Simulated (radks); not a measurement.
Problem. All-electron atom: Pt IV in [Xe] 4f14 5d7. All-electron calculation, Dirac Kohn-Sham, PBE, spin-unpolarised, spherical densities, point nucleus; open shells are shared between the two j in proportion to 2j + 1. Program: a radial shooting solver on a logarithmic mesh with Libxc functionals. Some entries of the table are withheld. Estimate them.

orbital  occ.  eigenvalue (Ry)  <r> (bohr)  <1/r> (bohr^-1)
1s1/2       2        -5758.639     0.01714            94.03
2s1/2       2        -1012.988     0.07168            23.06
2p1/2       2        -970.8462     0.05906            23.00
2p3/2       4        -843.7496     0.06749            18.86
3s1/2       2        -239.9171      0.1865            8.463
3p1/2       2        -221.0357      0.1768            8.373
3p3/2       4        -193.0959      0.1923            7.295
3d3/2       4              (1)      0.1676            7.192
3d5/2       6              (2)      0.1723            6.945
4s1/2       2        -53.60164      0.4149            3.575
4p1/2       2        -45.59570      0.4179            3.464
4p3/2       4        -38.94185      0.4517            3.090
4d3/2       4        -25.84760      0.4617            2.885
4d5/2       6        -24.61041      0.4729            2.798
5s1/2       2        -10.05010      0.9499            1.438
4f5/2       6         -7.88553         (3)            2.409
4f7/2       8         -7.63146         (4)            2.374
5p1/2       2         -7.48616       1.027            1.313
5p3/2       4         -6.36894       1.121            1.180
5d3/2     2.8         -2.92011       1.462           0.8898
5d5/2     4.2         -2.79932       1.507           0.8606

Solution. 
(1) 3d3/2 eigenvalue (Ry): -161.7230
(2) 3d5/2 eigenvalue (Ry): -155.7023
(3) 4f5/2 <r> (bohr): 0.5121
(4) 4f7/2 <r> (bohr): 0.5193
